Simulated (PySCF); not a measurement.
C₄H₈S. Atoms are numbered in the order given.

```xyz
13

C      2.2139    -0.1867     0.0000
C      0.8181     0.4179     0.0000
C     -0.1287    -0.0125    -1.1420
S     -1.5628    -0.0674     0.0000
C     -0.1287    -0.0125     1.1420
H      2.7821     0.1275    -0.8907
H      2.7821     0.1275     0.8907
H      2.1639    -1.2882     0.0000
H      0.8847     1.5181     0.0000
H     -0.2351     0.6917    -1.9803
H      0.1070    -1.0135    -1.5384
H     -0.2351     0.6917     1.9803
H      0.1070    -1.0135     1.5384
```

Geometry optimised at ωB97X-D3(BJ)/def2-SVP.

Vertical ionisation energy (IE) and electron affinity (EA) in eV. Rows of orbital energies are one-electron estimates. Where ΔSCF, EOM or ADC give a negative EA the extra electron is unbound and the value depends on the basis.

```json
[
 {"level": "−ε(HOMO), −ε(LUMO), r2SCAN/def2-TZVP (PySCF)", "IE": "5.24", "EA": "0.47"},
 {"level": "−ε(HOMO), −ε(LUMO), PBE/def2-TZVP (PySCF)", "IE": "(withheld)", "EA": "(withheld)"}
]
```

Q: Fill in the missing entries. (The exact figures need the calculation; the answer reports its results.)

A: 
- −ε(HOMO), −ε(LUMO), PBE/def2-TZVP (PySCF), IE: 5.01
- −ε(HOMO), −ε(LUMO), PBE/def2-TZVP (PySCF), EA: 0.72
